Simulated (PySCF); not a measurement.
```xyz
3
charge 0 multiplicity 4, angstrom
Re    0.0000    0.0000   -0.1001
O     1.5601    0.0000    0.5847
O    -1.5601    0.0000    0.5847
```

All numbers come from PySCF, UPBE0, basis Re def2-TZVP with ECP60, O def2-TZVP (scalar-relativistic core potentials, no spin–orbit coupling, density fitting).

This geometry of ReO2 is a stationary point at this level.

Problem. What is the point group?

Solution. C2v.

Problem. Is it a minimum?

Solution. Yes: all harmonic wavenumbers are real.

Problem. Which band is strongest in the infrared?

Solution. 986 cm⁻¹ (b2), 270 km/mol.

Problem. Give the atomic charges and bond orders.

Solution. 
```tsv
atom	Mulliken	Löwdin	polar tensor	spin (Mulliken)	Mayer order to Re1
Re1	0.96	0.65	1.32	3.02	–
O2,3	-0.48	-0.33	-0.66	-0.01	2.05
```

Only a few start shapes were tried, so a lower isomer may exist. With open d or f shells other occupations or spin states may lie lower. Spin–orbit coupling, left out here, can matter for elements this heavy.
